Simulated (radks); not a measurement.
The numbers below are computed, except where a source is named.
Trend from Ca4+ to Ge4+: ionisation energy by Delta-SCF between NIST ground configurations, and size. Code: a radial shooting solver on a logarithmic mesh with Libxc functionals. Model: scalar-relativistic Kohn-Sham, SCAN, spin-polarised, spherical densities, finite nucleus; open shells are filled with parallel spins first; meta-GGA in the generalised Kohn-Sham scheme; Fermi nuclear charge, rms radius of each element as measured or else 0.836 A^(1/3) + 0.57 fm.

species,configuration,configuration of the ion,IE (eV),NIST (eV),kind
Ca4+,[Ne] 3s2 3p4,[Ne] 3s2 3p3,83.660,84.3,semi-emp.
Sc4+,[Ne] 3s2 3p5,[Ne] 3s2 3p4,92.059,91.95,semi-emp.
Ti4+,[Ar],[Ne] 3s2 3p5,100.07,99.30,exp.
V4+,[Ar] 3d1,[Ar],64.871,65.282,exp.
Cr4+,[Ar] 3d2,[Ar] 3d1,68.980,69.46,semi-emp.
Mn4+,[Ar] 3d3,[Ar] 3d2,72.869,72.4,semi-emp.
Fe4+,[Ar] 3d4,[Ar] 3d3,76.633,75.0,semi-emp.
Co4+,[Ar] 3d5,[Ar] 3d4,80.272,79.5,semi-emp.
Ni4+,[Ar] 3d6,[Ar] 3d5,75.130,76.1,semi-emp.
Cu4+,[Ar] 3d7,[Ar] 3d6,79.424,80,semi-emp.
Zn4+,[Ar] 3d8,[Ar] 3d7,83.444,83,semi-emp.
Ga4+,[Ar] 3d9,[Ar] 3d8,87.337,86.0,semi-emp.
Ge4+,[Ar] 3d10,[Ar] 3d9,91.083,90.50,exp.

Reference values: NIST Atomic Spectra Database (exp. = measured, semi-emp. = semi-empirical, theory = theoretical value adopted there). Open shells are spherical and high-spin; term and fine-structure splittings are not resolved.
